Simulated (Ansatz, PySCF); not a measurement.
F4H2OSi, SMILES O->[Si](F)(F)(F)F (connectivity only; charge and spin as stated), neutral, multiplicity 1. Atoms are numbered in the order given.

```xyz
8

Si    -0.3583    -0.7120     0.1037
F      1.0439    -1.4457    -0.1064
F     -0.5655     0.0797     1.4916
F     -1.0514    -0.0780    -1.2053
F     -1.3323    -1.9670     0.3528
O      0.8872     1.0505    -0.2235
H      0.8064     1.6320     0.5441
H      0.5333     1.5426    -0.9761
```
Charge 0, spin multiplicity 1.

Coordinates come from a PBE0-D3(BJ)/def2-SVP optimisation. Other conformers were not sampled.

Two levels are set side by side: PBE-D3(BJ)/def2-SVP (Ansatz, a quantum-chemistry and plane-wave program) and PBE0-D3(BJ)/def2-SVP (Ansatz). Each level has its own optimised geometry; the coordinates shown are those of the second. Frequencies come from the Hessian of PySCF at each geometry. Differences are taken from unrounded values.

```json
[
 {"quantity": "mean bond length (Å)", "PBE0-D3(BJ)": "1.393", "PBE-D3(BJ)": "1.408", "PBE-D3(BJ) minus PBE0-D3(BJ)": "0.015"},
 {"quantity": "bond Si1–F2 (Å)", "PBE0-D3(BJ)": "1.596", "PBE-D3(BJ)": "1.612", "PBE-D3(BJ) minus PBE0-D3(BJ)": "0.015"},
 {"quantity": "bond Si1–F3 (Å)", "PBE0-D3(BJ)": "1.611", "PBE-D3(BJ)": "1.629", "PBE-D3(BJ) minus PBE0-D3(BJ)": "0.017"},
 {"quantity": "bond Si1–F4 (Å)", "PBE0-D3(BJ)": "1.611", "PBE-D3(BJ)": "1.629", "PBE-D3(BJ) minus PBE0-D3(BJ)": "0.017"},
 {"quantity": "bond Si1–F5 (Å)", "PBE0-D3(BJ)": "1.608", "PBE-D3(BJ)": "1.623", "PBE-D3(BJ) minus PBE0-D3(BJ)": "0.015"},
 {"quantity": "bond O6–H7 (Å)", "PBE0-D3(BJ)": "0.966", "PBE-D3(BJ)": "0.978", "PBE-D3(BJ) minus PBE0-D3(BJ)": "0.012"},
 {"quantity": "bond O6–H8 (Å)", "PBE0-D3(BJ)": "0.966", "PBE-D3(BJ)": "0.978", "PBE-D3(BJ) minus PBE0-D3(BJ)": "0.012"},
 {"quantity": "highest harmonic wavenumber (cm⁻¹)", "PBE0-D3(BJ)": "3930", "PBE-D3(BJ)": "3758", "PBE-D3(BJ) minus PBE0-D3(BJ)": "-172"},
 {"quantity": "mean harmonic wavenumber (cm⁻¹)", "PBE0-D3(BJ)": "925", "PBE-D3(BJ)": "889", "PBE-D3(BJ) minus PBE0-D3(BJ)": "-36"},
 {"quantity": "zero-point energy (kcal/mol)", "PBE0-D3(BJ)": "23.79", "PBE-D3(BJ)": "22.87", "PBE-D3(BJ) minus PBE0-D3(BJ)": "-0.92"}
]
```

GGA bonds tend to be longer and softer than those of functionals with exact exchange. Differences between two approximate levels are no errors against the true value.
